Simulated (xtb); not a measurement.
C2H6N (SMILES C[N]C), doublet, from a rough starting geometry; GFN2-xTB run with xtb.

The xtb input:
```
$ xtb mol.xyz --gfn 2 --uhf 1 --opt vtight --json

# file mol.xyz
9

C      1.22470786    -0.03599041    -0.13077490
N     -0.05290703     0.47395833    -0.64551073
C     -1.20068582     0.05481918     0.04956135
H      1.40662702    -1.03186295    -0.26287396
H      1.26313362     0.18846597     0.96928760
H      2.05472961     0.57534971    -0.64672161
H     -1.07688453    -0.88588073     0.58653106
H     -1.97251030    -0.11964415    -0.66132288
H     -1.48004044     0.82275533     0.70983158
```

### Question
Predict the main parts of the log of this xtb run.

### Answer

```
   ID    Z sym.   atoms
    1    6 C      1, 3
    2    7 N      2
    3    1 H      4-9

           -------------------------------------------------
          |                Calculation Setup                |
           -------------------------------------------------

           -------------------------------------------------
          |                 G F N 2 - x T B                 |
           -------------------------------------------------

          ...................................................
          :                      SETUP                      :
          :.................................................:
          :  # basis functions                  18          :
          :  # atomic orbitals                  18          :
          :  # shells                           12          :
          :  # electrons                        19          :
          :  max. iterations                   250          :
          :  Hamiltonian                  GFN2-xTB          :
          :  restarted?                      false          :
          :  GBSA solvation                  false          :
          :  PC potential                    false          :
          :  electronic temp.          300.0000000     K    :
          :  accuracy                    1.0000000          :
          :  -> integral cutoff          0.2500000E+02      :
          :  -> integral neglect         0.1000000E-07      :
          :  -> SCF convergence          0.1000000E-05 Eh   :
          :  -> wf. convergence          0.1000000E-03 e    :
          :  Broyden damping             0.4000000          :
          :  net charge                          0          :
          :  unpaired electrons                  1          :
          ...................................................

 iter      E             dE          RMSdq      gap      omega  full diag
   1    -10.2912731 -0.102913E+02  0.275E+00   10.42       0.0  T
   2    -10.3020678 -0.107947E-01  0.150E+00   10.75       1.0  T
   3    -10.3025937 -0.525888E-03  0.488E-01   10.90       1.0  T
   4    -10.3026803 -0.865528E-04  0.664E-02   10.90       1.0  T
   5    -10.3026804 -0.141894E-06  0.268E-02   10.91       1.2  T
   6    -10.3026817 -0.126587E-05  0.549E-03   10.90       6.1  T
   7    -10.3026817 -0.585108E-07  0.130E-03   10.90      25.6  T
   8    -10.3026817 -0.167788E-08  0.281E-04   10.90     118.6  T
   9    -10.3026817 -0.144446E-09  0.104E-04   10.90     320.8  T

[...]
 * total energy  :   -10.1768285 Eh     change       -0.3624566E-04 Eh
 * total energy  :   -10.1768455 Eh     change       -0.1704086E-04 Eh
 * total energy  :   -10.1768631 Eh     change       -0.1757439E-04 Eh
 * total energy  :   -10.1768736 Eh     change       -0.1045811E-04 Eh
 * total energy  :   -10.1768860 Eh     change       -0.1242968E-04 Eh
 * total energy  :   -10.1768921 Eh     change       -0.6135521E-05 Eh
 * total energy  :   -10.1768953 Eh     change       -0.3231263E-05 Eh
 * total energy  :   -10.1768979 Eh     change       -0.2579335E-05 Eh
 * total energy  :   -10.1768990 Eh     change       -0.1042942E-05 Eh
 * total energy  :   -10.1768991 Eh     change       -0.1769591E-06 Eh
 * total energy  :   -10.1768993 Eh     change       -0.1621127E-06 Eh
 * total energy  :   -10.1768994 Eh     change       -0.5482077E-07 Eh
   *** GEOMETRY OPTIMIZATION CONVERGED AFTER 40 ITERATIONS ***
         :: total energy             -10.176899363850 Eh    ::
[...]
     3   6 C        3.695    -0.013    20.975     6.552
     4   1 H        0.924     0.064     2.155     2.296
     5   1 H        0.923     0.014     2.826     2.629
     6   1 H        0.924     0.064     2.155     2.296
     7   1 H        0.923     0.014     2.826     2.629
     8   1 H        0.924     0.064     2.158     2.297
     9   1 H        0.924     0.064     2.152     2.294

 Mol. C6AA /au·bohr⁶  :        557.380513
 Mol. C8AA /au·bohr⁸  :      11211.432906
 Mol. α(0) /au        :         35.323148

Wiberg/Mayer (AO) data.
largest (>0.10) Wiberg bond orders for each atom

 ---------------------------------------------------------------------------
     #   Z sym  total        # sym  WBO       # sym  WBO       # sym  WBO
 ---------------------------------------------------------------------------
     1   6 C    3.992 --     2 N    1.140     5 H    0.968     4 H    0.929
                             6 H    0.928
     2   7 N    2.495 --     1 C    1.140     3 C    1.140
     3   6 C    3.992 --     2 N    1.140     7 H    0.968     8 H    0.929
                             9 H    0.927
     4   1 H    0.993 --     1 C    0.929
     5   1 H    1.000 --     1 C    0.968
     6   1 H    0.993 --     1 C    0.928
     7   1 H    1.000 --     3 C    0.968
     8   1 H    0.993 --     3 C    0.929
     9   1 H    0.993 --     3 C    0.927
 ---------------------------------------------------------------------------

Topologies differ in total number of bonds
Writing topology from bond orders to xtbtopo.mol

molecular dipole:
                 x           y           z       tot (Debye)
 q only:        0.019      -0.098       0.244
   full:        0.046      -0.244       0.597       1.643
molecular quadrupole (traceless):
                xx          xy          yy          xz          yz          zz
 q only:        2.677      -0.191      -0.827      -0.431       0.560      -1.850
  q+dip:        2.984      -0.129      -0.379      -0.484       1.169      -2.605
   full:        3.250      -0.125      -0.336      -0.533       1.349      -2.914

optimized geometry written to: xtbopt.xyz

           -------------------------------------------------
          | TOTAL ENERGY              -10.176899363850 Eh   |
          | GRADIENT NORM               0.000080237345 Eh/α |
          | HOMO-LUMO GAP              12.133481984336 eV   |
           -------------------------------------------------

normal termination of xtb
```
